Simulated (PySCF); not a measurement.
Excitation energy of Te²⁺ by level of theory

Te²⁺ [Kr] 4d10 5s2 5p2 (3P) → Te²⁺ [Kr] 4d10 5s2 5p1 6s1 (3P), as a difference of total energies. Computed with PySCF 2.14 in aug-cc-pVTZ-DK3, with scalar relativity by spin-free X2C-1e. Correlated levels: valence: [Kr] 4d10 frozen. The calculations carry no spin-orbit coupling.

| method | excitation energy (cm⁻¹) |
| --- | --- |
| UHF | 105180 |
| MP2 (valence) | 104980 |
| SCS-MP2 (valence) | 105110 |
| CCSD (valence) | 104750 |
| CCSD(T) (valence) | 104610 |

A first-order spin-orbit estimate (lowest level to lowest level, LS coupling) adds -0.032 eV.

The promoted electron is Rydberg-like, and one or two diffuse shells describe it only roughly, which tends to raise the upper state.

The coupled-cluster amplitudes are large for the upper state (T1 above 0.03 or a double amplitude above 0.15), so a single reference is strained.
